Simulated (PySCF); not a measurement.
PySCF job for C5H10O, SMILES C=CCCCO, C-PCM-B3LYP/def2-SVP. Geometry: B3LYP-D3(BJ)/def2-SVP. Other conformers were not sampled.

```python
import numpy as np
from pyscf import gto, scf, dft
from pyscf.solvent import pcm

mol = gto.M(
    atom='''
    C     2.63098437    0.38457590   -0.35404565
    C     1.40233547    0.41070964    0.16970816
    C     0.55894983   -0.79573472    0.46927027
    C    -0.65094561   -0.95928742   -0.47012953
    C    -1.55400482    0.26393101   -0.53659103
    O    -1.93366510    0.61774899    0.78050153
    H     3.12683642   -0.56141820   -0.59829937
    H     3.19134358    1.30237276   -0.55344819
    H     0.94585126    1.37997154    0.40568774
    H     1.17740257   -1.70684483    0.41736851
    H     0.17669370   -0.71558507    1.50038167
    H    -0.30262853   -1.18363443   -1.49286540
    H    -1.24626748   -1.82472751   -0.13297153
    H    -2.43685888    0.03035755   -1.16558308
    H    -1.01511030    1.09501717   -1.03488918
    H    -2.47185713    1.41733251    0.74133344
    ''',
    basis='def2-SVP',
    charge=0,
    spin=0,
    max_memory=1600,
    verbose=3,
)
mf = dft.RKS(mol, xc='b3lyp').density_fit(auxbasis='def2-universal-jkfit')
mf.grids.level = 3
mf.conv_tol = 1e-9
mf.max_cycle = 100
mf.kernel()
res = {}
for name, eps in {'water': 78.355, '2-propanol': 19.264, 'toluene': 2.3741}.items():
    s = mf.PCM()
    s.with_solvent.method, s.with_solvent.eps, s.with_solvent.lebedev_order = 'C-PCM', eps, 17
    s.kernel(mf.make_rdm1())
    res[name] = (s.e_tot, eps, s.dip_moment(), s.mo_energy, s.converged)
    print(f'{name}: electrostatic solvation free energy {(s.e_tot - mf.e_tot) * 627.509474:.3f} kcal/mol')
```

Program output:

```
converged SCF energy = -271.545267749635

WARN: PCM is an experimental feature. It is still in testing.
Features and APIs may be changed in the future.

converged SCF energy = -271.552217664648
Dipole moment(X, Y, Z, Debye): -1.14627,  0.96471, -1.24344
water: electrostatic solvation free energy -4.361 kcal/mol

WARN: PCM is an experimental feature. It is still in testing.
Features and APIs may be changed in the future.

converged SCF energy = -271.551913536566
Dipole moment(X, Y, Z, Debye): -1.13821,  0.95621, -1.22741
2-propanol: electrostatic solvation free energy -4.170 kcal/mol

WARN: PCM is an experimental feature. It is still in testing.
Features and APIs may be changed in the future.

converged SCF energy = -271.549170708859
Dipole moment(X, Y, Z, Debye): -1.06497,  0.88387, -1.09491
toluene: electrostatic solvation free energy -2.449 kcal/mol
```

Self-consistency was reached.

Cost: about 40 core-seconds (a rough figure).
